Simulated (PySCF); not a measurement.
Ionisation energy of Os(43+) by level of theory

Os(43+) [Ar] 3d10 4s2 4p3 (4S) → Os(44+) [Ar] 3d10 4s2 4p2 (3P), as a difference of total energies. Calculation: PySCF 2.14, in an uncontracted even-tempered set (18 s from 5 bohr⁻², ratio 2.5; 14 p from 6.4 bohr⁻², ratio 2.5; 8 d from 11 bohr⁻², ratio 2.5; 4 f from 32 bohr⁻², ratio 2.7; 4 g from 48 bohr⁻², ratio 2.7); scalar relativity by spin-free X2C-1e. Correlated levels: outer shells: [Ne] frozen; virtual orbitals above 40 to 60 times the deepest correlated orbital energy dropped. The calculations carry no spin-orbit coupling.

| method | ionisation energy (eV) |
| --- | --- |
| UHF | 2209.0 |
| LDA | 2210.3 |
| PBE | 2209.8 |
| PBE0 | 2210.0 |
| r2SCAN | 2210.7 |
| M06-2X | 2210.7 |
| PBEsol | 2209.7 |
| MP2 (outer shells) | 2210.3 |
| SCS-MP2 (outer shells) | 2209.9 |

Spin-orbit coupling is strong in these open shells (close to jj coupling). The scalar numbers leave it out and a first-order estimate fails, so it can dominate the gap to the real levels.

Breit and QED terms and the two-electron picture change are absent.

For comparison: 2168 ± 4 eV (theoretical estimate listed by NIST; NIST Atomic Spectra Database, ionization energies).
